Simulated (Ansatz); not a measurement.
Z-matrix (Å, degrees):
```
Si
O 1 1.634
C 1 1.880 2 111.5
O 1 1.639 2 107.8 3 119.2
H 1 1.479 2 106.9 3 -118.6
H 2 0.958 1 117.6 3 -87.1
Cl 3 1.794 1 107.4 2 174.5
H 3 1.090 1 113.0 2 -67.3
H 3 1.091 1 112.9 2 56.5
H 4 0.960 1 116.4 2 -163.5
```

Total charge 0; spin multiplicity 1.

Question: List the r2SCAN/def2-TZVPP orbital energies in eV (Ansatz). (Estimate.)

Answer: The calculation gave: Occupied: -2753.53, -1791.90, -516.01, -515.96, -274.38, -254.88, -193.49, -193.24, -193.24, -142.20, -97.09, -97.06, -97.03, -26.90, -26.35, -22.38, -17.53, -14.71, -13.46, -11.76, -11.67, -10.81, -9.94, -9.24, -9.02, -8.46, -8.14, -7.66, -6.97. Lowest empty: -0.58, 0.59, 0.91, 1.28, 2.15, 2.40, 2.93, 3.21.
